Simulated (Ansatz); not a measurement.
C9H14N, that is N-butylpyridinium with one electron more, relaxed as a doublet with UKS PBE-D4/def2-SVP in Ansatz, starting from the PBE-D4/def2-SVP geometry of the charge +1 singlet. Force threshold 0.03 eV/Å.

Start:

Cartesian coordinates in Å:
```
C -0.879 1.767 3.270
C -1.306 1.586 1.813
C -0.380 0.638 1.041
C -0.821 0.470 -0.415
N 0.073 -0.451 -1.168
C 1.175 0.044 -1.791
C 2.065 -0.805 -2.445
C 1.817 -2.186 -2.454
C 0.675 -2.678 -1.803
C -0.183 -1.787 -1.164
H -0.883 0.803 3.818
H -1.565 2.455 3.801
H 0.143 2.193 3.344
H -2.347 1.196 1.770
H -1.330 2.573 1.301
H -0.359 -0.359 1.535
H 0.664 1.022 1.066
H -1.847 0.057 -0.482
H -0.819 1.439 -0.952
H 1.312 1.134 -1.749
H 2.945 -0.375 -2.946
H 2.506 -2.873 -2.968
H 0.439 -3.752 -1.787
H -1.093 -2.108 -0.638
```

| step | energy (eV) | largest force component (eV/Å) | SCF passes |
| --- | --- | --- | --- |
| 1 | -11028.1220 | 2.651 | 24 |
| 2 | -11028.2478 | 1.362 | 22 |
| 3 | -11028.2769 | 0.107 | 22 |
| 4 | -11028.2781 | 0.089 | 21 |
| 5 | -11028.2800 | 0.064 | 22 |
| 6 | -11028.2808 | 0.026 | 21 |
| 7 | -11028.2813 | 0.024 | 20 |
| 8 | -11028.2815 | 0.012 | 20 |

Force components are those of the run's own axes.

End:

```
atom   x (Å)   y (Å)   z (Å)
  C1  -0.817   1.721   3.266
  C2  -1.281   1.570   1.816
  C3  -0.397   0.632   0.990
  C4  -0.868   0.485  -0.465
  N5  -0.044  -0.399  -1.266
  C6   1.143   0.081  -1.844
  C7   2.072  -0.782  -2.381
  C8   1.877  -2.193  -2.348
  C9   0.677  -2.663  -1.738
 C10  -0.243  -1.789  -1.205
 H11  -0.813   0.743   3.791
 H12  -1.476   2.405   3.838
 H13   0.214   2.127   3.319
 H14  -2.330   1.197   1.795
 H15  -1.312   2.570   1.327
 H16  -0.367  -0.376   1.459
 H17   0.653   1.000   0.989
 H18  -1.913   0.104  -0.487
 H19  -0.890   1.482  -0.958
 H20   1.251   1.174  -1.862
 H21   2.971  -0.350  -2.846
 H22   2.618  -2.886  -2.766
 H23   0.458  -3.741  -1.687
 H24  -1.185  -2.111  -0.739
```

By distances, no bond broke or formed. The bond that changes most is N5–C6, from 1.36 to 1.41 Å (atoms count from 1).

The force fell under the threshold at step 6, but the optimiser went on. No frequencies were taken in this run, so the end may be a saddle point.

It took 35 s on 4 threads of Arm Neoverse V1 on a shared host.
